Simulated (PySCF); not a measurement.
Cd(OH)(OMe) (CH₄CdO₂), SMILES C[O][Cd][OH]. Coordinates come from a r2SCAN-D4/def2-SVP optimisation. The structure was generated by enumeration; whether it is a known compound was not checked. The def2 effective core potentials stand for the cores of Cd; spin–orbit coupling is left out. The values are those of a single conformer.

Computed equilibrium geometry at r2SCAN-D4/def2-SVP (PySCF confirms it by a frequency run) as bond lengths and angles (one conformer of several):
Atoms: Cd1 O2 H3 O4 C5 H6 H7 H8. Bond lengths (Å): Cd1–O2 1.962, Cd1–O4 1.965, O2–H3 0.968, O4–C5 1.401, C5–H6 1.111, C5–H7 1.107, C5–H8 1.111. Angles (°): O2–Cd1–O4 172.8, Cd1–O2–H3 110.1, Cd1–O4–C5 121.9, O4–C5–H6 113.8, O4–C5–H7 108.4, O4–C5–H8 114.0, H6–C5–H7 106.6, H6–C5–H8 107.1, H7–C5–H8 106.6.
Charge 0, spin multiplicity 1.
